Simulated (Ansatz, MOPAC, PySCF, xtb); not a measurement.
Dimer: HF (SMILES F) (first 2 atoms) with HI (SMILES I); geometry from B3LYP-D3(BJ)/def2-TZVP, rigid monomers moved along the line of their centres of mass till H2···I3 is 3.04 Å.
(charge 0, multiplicity 1):
```xyz
4

F     -0.0701     0.4750    -0.2412
H      0.0048     0.0346     0.5765
I      0.2442    -1.2023     3.3403
H      0.2055     0.2700     4.0069
```

| level | interaction energy (meV) | cost |
|---|---|---|
| GFN-FF | -88.8 | - |
| PM6 | -73.8 | - |
| PM7 | 11.1 | - |
| GFN1-xTB | -142.1 | - |
| HF/3-21G (no counterpoise) | -62.4 | - |
| HF/def2-SVPD | -55.6 | - |
| PBE/def2-TZVPPD | -105.3 | ×1 |
| PBE-D4/def2-TZVPPD | -120.8 | ×1 |
| B3LYP/3-21G (no counterpoise) | -99.8 | - |
| PBE0-D4/def2-TZVPPD | -109.3 | ×1 |
| MP2/def2-TZVPPD | -83.8 | - |
| SCS-MP2/def2-QZVPPD | -79.3 | - |
| CCSD(T)/def2-QZVPPD | -88.5 | ×100* |
| CCSD(T)/CBS(def2-TZVPPD, def2-QZVPPD) | -92.1 | ×100* |

The rows run from -142.1 (GFN1-xTB) to 11.1 meV (PM7). The dispersion term adds -15.5 in PBE-D4.

Counterpoise-corrected where a basis set is named; no monomer relaxation. Rows marked so take none.

Cores are frozen in the correlated methods. Filled d and f shells under p-block atoms count as core. CBS: X⁻³ extrapolation of the correlation energy, Hartree–Fock from the larger set. Rows in 3-21G carry no dispersion term and start afresh at each structure; the Pople sets are all-electron and without relativity. The state that PM6, PM7 reach isn't checked; PM7 holds dispersion and hydrogen-bond terms.

Run with Ansatz (Gaussian basis) for Hartree–Fock, density functionals and correlated methods; MOPAC for PM6, PM7 (differences of heats of formation); PySCF for 3-21G rows, the dispersion terms; xtb for the GFN methods. Each number belongs to the level named beside it. In def2 rows elements past Kr take small-core potentials, without spin–orbit coupling.

Costs are rough ratios of core time to PBE/def2-TZVPPD (about 3 s over the structures, on one shared machine); a dash marks a level with no comparable run of its own. A star marks coupled-cluster runs past 200 virtual orbitals, where the program's memory plan changes under this machine's limit, so their costs aren't comparable with smaller runs.

Ansatz is a quantum-chemistry and plane-wave program.
